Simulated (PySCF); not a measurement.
Cl$_{2}$O$_{2}$W, charge +1, doublet, geometry from GFN2-xTB (such geometries of metal compounds can be far from the true shape) (the multiplicity is a formal guess) (core potentials on W); DF-TPSS/def2-SVPD run with PySCF.

PySCF was given this input:
```python
from pyscf import gto, scf, dft

mol = gto.Mole()
mol.atom = '''
    W     0.202142   -0.040160    0.066434
    O     1.459111   -0.600861   -0.924353
    O     0.762623    0.159460    1.654523
    Cl   -0.516689    1.834262   -0.680333
    Cl   -1.408745   -1.451729    0.047542
'''
mol.basis = 'def2-svpd'
mol.ecp = {'W': 'def2-svpd'}
mol.charge = 1
mol.spin = 1
mol.verbose = 4
mol.build()

mf = dft.UKS(mol)
mf.xc = 'tpss'
mf = mf.density_fit(auxbasis='def2-universal-jkfit')
mf.kernel()
mf.analyze()
```

The log (banner, timings and long lists left out):

```
PySCF version 2.14.0

[INPUT] verbose = 4
[INPUT] num. atoms = 5
[INPUT] num. electrons = 63
[INPUT] charge = 1
[INPUT] spin (= nelec alpha-beta = 2S) = 1
[INPUT] symmetry False subgroup None
[INPUT] Mole.unit = angstrom
[INPUT] Symbol           X                Y                Z      unit          X                Y                Z       unit  Magmom
[...]
nuclear repulsion = 335.135489100286
number of shells = 53
number of NR pGTOs = 216
number of NR cGTOs = 135
basis = def2-svpd
ecp = {'W': 'def2-svpd'}

******** <class 'pyscf.df.df_jk.DFUKS'> ********
method = DFUKS
initial guess = minao
damping factor = 0
level_shift factor = 0
DIIS = <class 'pyscf.scf.diis.CDIIS'>
diis_start_cycle = 1
diis_space = 8
diis_damp = 0
SCF conv_tol = 1e-09
SCF conv_tol_grad = None
SCF max_cycles = 50
direct_scf = False
number electrons alpha = 32  beta = 31
XC library pyscf.dft.libxc version 7.1.2
    S. Lehtola, C. Steigemann, M. J. T. Oliveira, and M. A. L. Marques,  SoftwareX 7, 1–5 (2018)
XC functionals = tpss
    J. Tao, J. P. Perdew, V. N. Staroverov, and G. E. Scuseria,  Phys. Rev. Lett. 91, 146401 (2003)
    J. P. Perdew, J. Tao, V. N. Staroverov, and G. E. Scuseria,  J. Chem. Phys. 120, 6898 (2004)
    J. Tao, J. P. Perdew, V. N. Staroverov, and G. E. Scuseria,  Phys. Rev. Lett. 91, 146401 (2003)
    J. P. Perdew, J. Tao, V. N. Staroverov, and G. E. Scuseria,  J. Chem. Phys. 120, 6898 (2004)
radial grids:
    Treutler-Ahlrichs [JCP 102, 346 (1995); DOI:10.1063/1.469408] (M4) radial grids

becke partition: Becke, JCP 88, 2547 (1988); DOI:10.1063/1.454033
pruning grids: <function nwchem_prune>
grids dens level: 3
symmetrized grids: False
atomic radii adjust function: <function treutler_atomic_radii_adjust>
small_rho_cutoff = 0
Set gradient conv threshold to 3.16228e-05
tot grids = 90232
init E= -1125.63680706963

cycle= 1 E= -1136.78591347016  delta_E= -11.1  |g|= 1.16  |ddm|=  5.3
cycle= 2 E= -1123.34499269667  delta_E= 13.4  |g|= 4.28  |ddm|= 4.86

cycle= 3 E= -1137.29602441169  delta_E=  -14  |g|= 0.489  |ddm|= 4.51
cycle= 4 E= -1136.78297380433  delta_E= 0.513  |g|= 1.05  |ddm|=  1.5
cycle= 5 E= -1137.41139824515  delta_E= -0.628  |g|= 0.172  |ddm|= 1.28
cycle= 6 E= -1137.420872297  delta_E= -0.00947  |g|= 0.116  |ddm|= 0.144
cycle= 7 E= -1137.42569133111  delta_E= -0.00482  |g|= 0.0641  |ddm|= 0.0677
cycle= 8 E= -1137.42710027455  delta_E= -0.00141  |g|= 0.031  |ddm|= 0.0391
cycle= 9 E= -1137.42749423788  delta_E= -0.000394  |g|= 0.0164  |ddm|= 0.0336
cycle= 10 E= -1137.42757537305  delta_E= -8.11e-05  |g|= 0.00987  |ddm|= 0.0208
cycle= 11 E= -1137.42761674766  delta_E= -4.14e-05  |g|= 0.00249  |ddm|= 0.0115
cycle= 12 E= -1137.42762014893  delta_E= -3.4e-06  |g|= 0.00114  |ddm|= 0.00231
cycle= 13 E= -1137.42762085839  delta_E= -7.09e-07  |g|= 0.000221  |ddm|= 0.00144
cycle= 14 E= -1137.42762089504  delta_E= -3.67e-08  |g|= 0.000133  |ddm|= 0.000675
cycle= 15 E= -1137.42762090333  delta_E= -8.28e-09  |g|= 6.51e-05  |ddm|= 0.000317
cycle= 16 E= -1137.42762090392  delta_E= -5.99e-10  |g|= 5.56e-05  |ddm|= 0.000199
cycle= 17 E= -1137.42762090619  delta_E= -2.26e-09  |g|= 1.16e-05  |ddm|= 0.000122
cycle= 18 E= -1137.42762090623  delta_E= -4.82e-11  |g|= 7.86e-06  |ddm|= 1.81e-05
Extra cycle  E= -1137.42762090565  delta_E= 5.85e-10  |g|= 3.66e-05  |ddm|= 4.35e-05
converged SCF energy = -1137.42762090565  <S^2> = 0.76852481  2S+1 = 2.0184398
**** SCF Summaries ****
Total Energy =                       -1137.427620905649292
Nuclear Repulsion Energy =             335.135489100285781
One-electron Energy =                -2242.063830849461738
Two-electron Energy =                  769.500720843526665
Two-electron Coulomb Energy =          850.491970229419962
DFT Exchange-Correlation Energy =      -80.991249385893255
**** MO energy ****
                             alpha | beta                alpha | beta
[...]
spin_pop of  0 W 5s       -0.00005
spin_pop of  0 W 6s       -0.00446
spin_pop of  0 W 7s       -0.00029
[...]
spin_pop of  0 W 5f-2      0.00092
spin_pop of  0 W 5f-1      0.00132
spin_pop of  0 W 5f+0      0.00167
spin_pop of  0 W 5f+1      0.00018
spin_pop of  0 W 5f+2     -0.00001
spin_pop of  0 W 5f+3      0.00003
spin_pop of  1 O 1s       -0.00000
spin_pop of  1 O 2s        0.00406
spin_pop of  1 O 3s       -0.00001
spin_pop of  1 O 4s       -0.00004
spin_pop of  1 O 2px       0.30931
spin_pop of  1 O 2py       0.01991
spin_pop of  1 O 2pz       0.20502
spin_pop of  1 O 3px      -0.00081
spin_pop of  1 O 3py      -0.00076
spin_pop of  1 O 3pz      -0.00323
spin_pop of  1 O 4px       0.00002
spin_pop of  1 O 4py      -0.00000
spin_pop of  1 O 4pz       0.00009
spin_pop of  1 O 3dxy     -0.00003
spin_pop of  1 O 3dyz     -0.00002
spin_pop of  1 O 3dz^2     0.00015
spin_pop of  1 O 3dxz      0.00008
spin_pop of  1 O 3dx2-y2    0.00013
spin_pop of  1 O 4dxy     -0.00009
spin_pop of  1 O 4dyz     -0.00019
spin_pop of  1 O 4dz^2    -0.00042
spin_pop of  1 O 4dxz     -0.00011
spin_pop of  1 O 4dx2-y2   -0.00011
spin_pop of  2 O 1s       -0.00000
spin_pop of  2 O 2s        0.00406
spin_pop of  2 O 3s       -0.00000
spin_pop of  2 O 4s       -0.00004
spin_pop of  2 O 2px       0.46820
spin_pop of  2 O 2py       0.05437
spin_pop of  2 O 2pz       0.01165
spin_pop of  2 O 3px      -0.00330
spin_pop of  2 O 3py      -0.00111
spin_pop of  2 O 3pz      -0.00036
spin_pop of  2 O 4px       0.00006
spin_pop of  2 O 4py       0.00001
spin_pop of  2 O 4pz       0.00004
spin_pop of  2 O 3dxy     -0.00004
spin_pop of  2 O 3dyz     -0.00006
spin_pop of  2 O 3dz^2     0.00006
spin_pop of  2 O 3dxz      0.00025
spin_pop of  2 O 3dx2-y2    0.00010
spin_pop of  2 O 4dxy     -0.00011
spin_pop of  2 O 4dyz     -0.00016
spin_pop of  2 O 4dz^2    -0.00019
spin_pop of  2 O 4dxz     -0.00033
spin_pop of  2 O 4dx2-y2   -0.00014
spin_pop of  3 Cl 1s        0.00000
spin_pop of  3 Cl 2s       -0.00000
spin_pop of  3 Cl 3s        0.00002
spin_pop of  3 Cl 4s       -0.00002
spin_pop of  3 Cl 5s       -0.00004
spin_pop of  3 Cl 2px       0.00000
spin_pop of  3 Cl 2py      -0.00000
spin_pop of  3 Cl 2pz       0.00000
spin_pop of  3 Cl 3px       0.00004
spin_pop of  3 Cl 3py      -0.00270
spin_pop of  3 Cl 3pz       0.02049
spin_pop of  3 Cl 4px      -0.00030
spin_pop of  3 Cl 4py      -0.00003
spin_pop of  3 Cl 4pz      -0.00019
spin_pop of  3 Cl 5px      -0.00003
spin_pop of  3 Cl 5py       0.00000
spin_pop of  3 Cl 5pz       0.00001
spin_pop of  3 Cl 3dxy     -0.00019
spin_pop of  3 Cl 3dyz      0.00004
spin_pop of  3 Cl 3dz^2    -0.00014
spin_pop of  3 Cl 3dxz     -0.00007
spin_pop of  3 Cl 3dx2-y2    0.00004
spin_pop of  3 Cl 4dxy     -0.00032
spin_pop of  3 Cl 4dyz     -0.00006
spin_pop of  3 Cl 4dz^2    -0.00031
spin_pop of  3 Cl 4dxz     -0.00015
spin_pop of  3 Cl 4dx2-y2   -0.00010
spin_pop of  4 Cl 1s        0.00000
spin_pop of  4 Cl 2s       -0.00000
spin_pop of  4 Cl 3s        0.00002
spin_pop of  4 Cl 4s       -0.00004
spin_pop of  4 Cl 5s       -0.00004
spin_pop of  4 Cl 2px       0.00000
spin_pop of  4 Cl 2py      -0.00000
spin_pop of  4 Cl 2pz       0.00000
spin_pop of  4 Cl 3px       0.00193
spin_pop of  4 Cl 3py      -0.00409
spin_pop of  4 Cl 3pz       0.01996
spin_pop of  4 Cl 4px      -0.00018
spin_pop of  4 Cl 4py      -0.00014
spin_pop of  4 Cl 4pz      -0.00025
spin_pop of  4 Cl 5px      -0.00001
spin_pop of  4 Cl 5py      -0.00001
spin_pop of  4 Cl 5pz       0.00000
spin_pop of  4 Cl 3dxy     -0.00000
spin_pop of  4 Cl 3dyz     -0.00005
spin_pop of  4 Cl 3dz^2    -0.00008
spin_pop of  4 Cl 3dxz     -0.00009
spin_pop of  4 Cl 3dx2-y2   -0.00009
spin_pop of  4 Cl 4dxy     -0.00016
spin_pop of  4 Cl 4dyz     -0.00023
spin_pop of  4 Cl 4dz^2    -0.00020
spin_pop of  4 Cl 4dxz     -0.00019
spin_pop of  4 Cl 4dx2-y2   -0.00016
In total            32.00000 | 31.00000

WARN: System has nonzero charge 1; the dipole moment is origin-dependent.
Location of origin: [0. 0. 0.]

Dipole moment(X, Y, Z, Debye): -0.95480,  0.18974, -0.31404
```
